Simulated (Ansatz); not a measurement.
Geometry optimisation, RKS B3LYP-D4/def2-SVP in Ansatz.

The input (input.yaml):

```yaml
crystal:
  periodic: [false, false, false]
  atoms:
    - { symbol: Al, position_ang: [-0.108447, -0.570744, -0.428257] }
    - { symbol: H, position_ang: [-0.037032, -0.002352, 2.267208] }
    - { symbol: F, position_ang: [1.341425, 0.144059, -0.758608] }
    - { symbol: Cl, position_ang: [-1.878112, 0.265225, -1.110813] }
    - { symbol: F, position_ang: [-0.117455, -2.039907, 0.372189] }
    - { symbol: H, position_ang: [-0.059679, -0.671081, 2.00028] }
basis:
  gaussian: { orbitals: def2-SVP }
hamiltonian:
  xc: b3lyp
  dispersion: d4
relax:
  f_tol: 0.03
  max_steps: 50
output:
  orbitals: {}
```

Launched with:

```bash
$ ansatz run input.yaml --threads 1 --pin off --max-ram 2048MiB --backend cpu --events-out ev --progress --plain --runs-dir out
```

Task: Where does it end, and by what steps?

Result: The run converged. After 9 steps the energy has fallen by 0.138 eV; H2 moved furthest, 0.45 Å.

```tsv
step	energy less start (eV)	largest force component (eV/Å)	accepted
0	0.0000	1.655	yes
1	-0.0379	1.206	yes
2	-0.0851	0.784	yes
3	-0.0927	0.766	yes
4	-0.1179	0.513	yes
5	-0.1306	0.177	yes
6	-0.1353	0.147	yes
7	-0.1371	0.105	yes
8	-0.1356	0.135	no
9	-0.1384	0.016	yes
```

```xyz
6
Properties=species:S:1:pos:R:3
Al -0.091 -0.632 -0.266
H -0.038 0.157 1.843
F 1.349 0.141 -0.508
Cl -1.862 0.282 -0.861
F -0.085 -2.229 0.174
H -0.132 -0.595 1.959
```

Whether the end is a true minimum wasn't checked by a vibrational analysis.

Time of the run: 29 s on 1 thread of Arm Neoverse V1, with other jobs on the host, peak memory 0.14 GiB.
